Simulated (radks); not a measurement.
Fractional charge and spin in the 5s shell of strontium: the spin-up occupation runs from 0 to 1 and the spin-down occupation from 0 to 1; the fullest corner is Sr, [Kr] 5s(up 1, down 1). Calculated with a radial shooting solver on a logarithmic mesh with Libxc functionals: scalar-relativistic Kohn-Sham, LDA (Slater exchange, Perdew-Wang correlation), spin-polarised, spherical densities, point nucleus. Energy (eV) above the fullest corner. The planes named below are the two flat planes that join the four corners, with an edge along up + down = one added electron.

\begin{tabular}{lrrr}
down \ up & 0 & 0.5 & 1 \\ \hline
0 & 17.235 & 10.944 & 5.873 \\
0.5 & 10.944 & 6.059 & 2.374 \\
1 & 5.873 & 2.374 & 0.000 \\
\end{tabular}

Corners above the fullest one (they belong to Sr+ and the next ion): (up 1, down 0) 5.873 eV, (up 0, down 1) 5.873 eV, (up 0, down 0) 17.235 eV. With half an added electron in each spin the energy lies 0.185 eV from the planes (fractional-spin error, the static-correlation error of a stretched bond), and with half an added electron in spin up alone -0.610 eV (fractional-charge error). For a frontier s shell over closed shells the exact functional lies on the planes.
